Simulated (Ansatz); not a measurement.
Al3FH5NO, SMILES `[NH2][AlH][AlH][O][AlH][F]`, 11 atoms. Charge 0, multiplicity 1. All runs use 4 threads of an Arm Neoverse V2 on a shared host. Correlated methods freeze the cores.

Task: Give the basis size and wall time and peak host memory of each of these runs in Ansatz. RKS ωB97M-V/def2-TZVPP energy and forces; RKS PBE0-D4/def2-SVP energy; RHF-CCSD(T)/def2-SVP energy; direct RPA on PBE orbitals/def2-TZVPP energy; RKS PBE0-D4/def2-TZVP frequencies; RKS BHLYP-D4/def2-TZVPP energy; RHF-MP2/def2-QZVPP energy; RKS CAM-B3LYP-D4/def2-TZVPP energy; RKS ωB97M-V/def2-SVP energy; RKS PBE0-D4/def2-QZVPP energy; RHF-CCSD(T)/def2-TZVPP energy; RKS PBE0-D4/def2-TZVP relaxation (33 steps). (Best estimate.)

Result: Ansatz gave: Other jobs shared the machine, so times are rough.

```json
{"level": "RKS PBE0-D4/def2-SVP", "job": "energy", "functions": "121", "wall time": "1.3 s", "peak host memory (GiB)": "0.49"}
{"level": "RKS BHLYP-D4/def2-TZVPP", "job": "energy", "functions": "289", "wall time": "4.6 s", "peak host memory (GiB)": "0.87"}
{"level": "RKS CAM-B3LYP-D4/def2-TZVPP", "job": "energy", "functions": "289", "wall time": "5.5 s", "peak host memory (GiB)": "0.94"}
{"level": "RHF-CCSD(T)/def2-SVP", "job": "energy", "functions": "121", "wall time": "7 s", "peak host memory (GiB)": "0.51"}
{"level": "RKS ωB97M-V/def2-SVP", "job": "energy", "functions": "121", "wall time": "7 s", "peak host memory (GiB)": "0.49"}
{"level": "direct RPA on PBE orbitals/def2-TZVPP", "job": "energy", "functions": "289", "wall time": "8 s", "peak host memory (GiB)": "0.76"}
{"level": "RKS PBE0-D4/def2-QZVPP", "job": "energy", "functions": "531", "wall time": "13 s", "peak host memory (GiB)": "2.4"}
{"level": "RKS ωB97M-V/def2-TZVPP", "job": "energy and forces", "functions": "289", "wall time": "16 s", "peak host memory (GiB)": "1.1"}
{"level": "RHF-MP2/def2-QZVPP", "job": "energy", "functions": "531", "wall time": "25 s", "peak host memory (GiB)": "3.5"}
{"level": "RKS PBE0-D4/def2-TZVP", "job": "relaxation (33 steps)", "functions": "234", "wall time": "2.6 min", "peak host memory (GiB)": "0.7"}
{"level": "RKS PBE0-D4/def2-TZVP", "job": "frequencies", "functions": "234", "wall time": "3.4 min", "peak host memory (GiB)": "0.69"}
{"level": "RHF-CCSD(T)/def2-TZVPP", "job": "energy", "functions": "289", "wall time": "4.2 min", "peak host memory (GiB)": "8.2"}
```
